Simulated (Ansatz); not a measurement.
A run on CH₆SeSi, SMILES `[SiH3]C[SeH]` with other settings.

```yaml
crystal:
  periodic: [false, false, false]
  atoms:
    - {symbol: Si, position_ang: [-0.888567, -0.022692, -0.615960]}
    - {symbol: C, position_ang: [0.886364, 0.275266, -0.094032]}
    - {symbol: Se, position_ang: [1.361629, -0.814525, 1.460462]}
    - {symbol: H, position_ang: [-1.065696, -1.442431, -1.009482]}
    - {symbol: H, position_ang: [-1.248710, 0.855842, -1.764279]}
    - {symbol: H, position_ang: [-1.792109, 0.289818, 0.522920]}
    - {symbol: H, position_ang: [1.568585, -0.050651, -0.882247]}
    - {symbol: H, position_ang: [1.094990, 1.324316, 0.117264]}
    - {symbol: H, position_ang: [0.172113, -0.461343, 2.248153]}
basis:
  gaussian: {orbitals: def2-TZVPD}
hamiltonian: {xc: {name: rPW86-PBE}}
```

```sh
$ ansatz run in.yaml --threads 2 --pin off --events-out ev --progress --plain --max-ram 4352MiB
```

It prints (some lines left out):

```
Functional definition: rPW86-PBE
1178 factors; their error is unknown
mean field evaluation 1: about -74386.8926 eV, gradient 6.4e1 eV
mean field evaluation 2: about -74364.4469 eV, gradient 1.0e2 eV
mean field evaluation 4: about -74396.1364 eV, gradient 5.2e0 eV
mean field evaluation 8: about -74396.2190 eV, gradient 1.4e-1 eV
mean field evaluation 16: about -74396.1898 eV, gradient 1.9e-4 eV
mean field -74396.18977131 eV, -2734.0095465470 hartree, gradient 7.5e-5 eV, S^2 0.000000; 0 other end points of the search recorded, 0 dependent functions left out
reference -74396.18991162 eV, -2734.0095517035 hartree; 30, 30 occupied and 161, 161 virtual orbitals, 1178 factors
Total energy: -74396.18991162 eV, -2734.0095517035 hartree
```

Run time 9.5 s (2 threads of an Arm Neoverse V1 on a shared host); peak host memory 0.28 GiB.
